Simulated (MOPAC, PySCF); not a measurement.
H2BF3Si, SMILES `F[Si](F)(B)F`, neutral singlet in the gas phase. 

Z-matrix (Å, degrees):
```
Si
F 1 1.5775
F 1 1.5786 2 106.38
F 1 1.5789 2 106.54 3 -114.47
B 1 2.0010 2 114.36 3 123.11
H 5 1.1852 1 122.07 2 3.98
H 5 1.1862 6 118.97 1 -179.66
```
Charge 0, spin multiplicity 1.

All levels are single points at this geometry (M06-2X/def2-TZVP); Pople sets use spherical d functions. Orbital energies aren't observables, and empty levels follow the basis.

BP86/6-31G* in PySCF gives gap (eV) = 3.95.

Estimate the gap (eV) from each of these levels: M06-2X/def2-TZVP in PySCF; PBE-D3(BJ)/def2-TZVP in PySCF; B3LYP/6-311+G** in PySCF; AM1 in MOPAC; PM3 in MOPAC.


```json
[
 {"level": "M06-2X/def2-TZVP in PySCF", "gap (eV)": "8.58"},
 {"level": "PBE-D3(BJ)/def2-TZVP in PySCF", "gap (eV)": "3.87"},
 {"level": "B3LYP/6-311+G** in PySCF", "gap (eV)": "5.95"},
 {"level": "AM1 in MOPAC", "gap (eV)": "10.59"},
 {"level": "PM3 in MOPAC", "gap (eV)": "11.08"}
]
```
